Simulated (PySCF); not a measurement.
`C(C(=C(C#N)C#N)C#N)#C[SiH3]`, C₇H₃N₃Si

Cartesian coordinates in Å; atom numbers follow the order of the lines, from 1:
```xyz
14

N    -3.079   -0.083    0.762
C    -2.138   -0.705    0.962
C    -0.977   -1.471    1.211
C    -1.160   -2.695    1.891
N    -1.319   -3.686    2.444
C     0.257   -1.035    0.812
C     1.416   -1.809    1.070
N     2.365   -2.419    1.269
C     0.451    0.184    0.139
C     0.627    1.233   -0.439
Si    0.850    2.854   -1.319
H     1.143    2.521   -2.712
H    -0.406    3.585   -1.170
H     1.971    3.524   -0.662
```

Level of theory: TDDFT CAM-B3LYP/def2-SVPD excited states, vertical, gas phase (PySCF). Geometry: GFN2-xTB.

Q: How strongly do the lowest singlets absorb one photon, and two photons of half the energy?

A: δ for parallel linear polarisation; σ at the peak of a Lorentzian of half width 0.1 eV, single beam; Ω is circular over linear.
| state | E (eV) | f | photon λ (nm) | δ (au) | σ (GM) | Ω | main |
| --- | --- | --- | --- | --- | --- | --- | --- |
| S1 | 3.99 | 0.000 | 621 | 0.85 | 0.01 | 1.47 | HOMO−1→LUMO 0.94 |
| S2 | 4.11 | 0.483 | 603 | 247 | 1.53 | 0.85 | HOMO→LUMO 0.95 |
| S3 | 5.41 | 0.000 | 458 | 0.12 | 0.00 | 1.38 | HOMO−3→LUMO 0.88 |
| S4 | 5.45 | 0.144 | 455 | 1350 | 14.65 | 0.87 | HOMO−2→LUMO 0.85 |
| S5 | 5.67 | 0.000 | 438 | 0.62 | 0.01 | 1.50 | HOMO−5→LUMO 0.81 |

Among these, the strongest one-photon state is S2, the strongest two-photon state S4, with a dipole change of 1.9 D (relaxed, norm of the difference vector).
